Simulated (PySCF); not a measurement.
C3H4O, SMILES O=C1CC1.

Geometry: B3LYP-D3(BJ)/def2-SVP.

These are PBE/def2-TZVPD in PySCF values and carry that method's errors.

Gas-phase values at a fixed geometry.

```yaml
total_energy: -191.73037 hartree
point_group: C2v
highest_occupied_level: -5.56 eV
lowest_empty_level: -2.20 eV
orbital_gap: 3.36 eV
dipole_moment: 2.86 D
quadrupole, principal values (traceless, Buckingham form, about the centre of nuclear charge): -5.90, 1.82, 4.07 D·Å
mean_static_polarisability: 40.6 bohr³ (6.02 Å³)
polarisability_principal_values: 32.0, 42.2, 47.7 bohr³
```
